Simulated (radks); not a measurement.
Ge XXVII, 6 electrons, occupied as [He] 2s2 2p2 (the NIST ground configuration). All-electron calculation, scalar-relativistic Kohn-Sham, BLYP, spin-polarised, spherical densities, finite nucleus; open shells are filled with parallel spins first; Fermi nuclear charge, rms radius 4.0742 fm. Program: a radial shooting solver on a logarithmic mesh with Libxc functionals. Some entries of the table are withheld. Estimate them.

orbital,occ.,eigenvalue (eV),r(max) (bohr)
1s up,1,(1),(2)
1s down,1,(3),(4)
2s up,1,-2785.968,0.1692
2s down,1,-2759.181,0.1697
2p up,2,-2666.245,0.1337
2p down,0,-2633.981,0.1342

Answer. 
(1) 1s up eigenvalue (eV): -12655.24
(2) 1s up r(max) (bohr): 0.03070
(3) 1s down eigenvalue (eV): -12640.41
(4) 1s down r(max) (bohr): 0.03068
